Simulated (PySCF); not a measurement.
## Nonlinear optical response: `C#[C][Al]([Br])[CH]1CC1`, C5H6AlBr

Geometry (Å), atoms numbered from 1 in this order:
```xyz
13

C    -2.143   -1.623    1.725
C    -1.800   -0.746    0.963
Al   -1.334    0.705   -0.235
Br   -2.974    2.155   -0.802
C     0.498    0.907   -0.930
C     1.245   -0.388   -1.202
C     1.603    0.417   -0.009
H    -2.428   -2.393    2.386
H     0.801    1.732   -1.581
H     0.728   -1.326   -1.037
H     1.932   -0.416   -2.035
H     1.325    0.024    0.961
H     2.541    0.953   -0.005
```

Computed with quadratic response CAM-B3LYP/aug-cc-pVDZ first hyperpolarisability, Taylor convention, gas phase in PySCF. Geometry: GFN2-xTB.

The calculation is non-relativistic, which matters for the atoms heavier than Zn.

Give β for the processes computed.

In au, Taylor convention; the vector part is βᵢ = ⅓ Σⱼ (βᵢⱼⱼ + βⱼᵢⱼ + βⱼⱼᵢ); β∥ is 3/5 of the vector part along the dipole, the dipole points from − to +:
```
                   process  λ (nm)  β vector norm     β∥  β HRS  depolarisation ratio
           static β(0;0,0)       ∞          136.8   80.0   74.1                  2.79
second harmonic β(−2ω;ω,ω)    1064          164.1   95.7   89.1                  2.78
         Pockels β(−ω;ω,0)    1064          145.1   84.8      –                     –
second harmonic β(−2ω;ω,ω)     800          190.7  111.1  104.1                  2.76
         Pockels β(−ω;ω,0)     800          152.0   88.8      –                     –
```

Which lowest excitations, dipole and polarisabilities go with it?

S1 5.31 eV (f = 0.000); S2 5.49 eV (f = 0.001); S3 5.81 eV (f = 0.025); dipole 2.11 D; isotropic α 100.9 au static, 102.0 au at 1064 nm, 102.9 au at 800 nm, 105.7 au at 532 nm, 110.0 au at 400 nm.
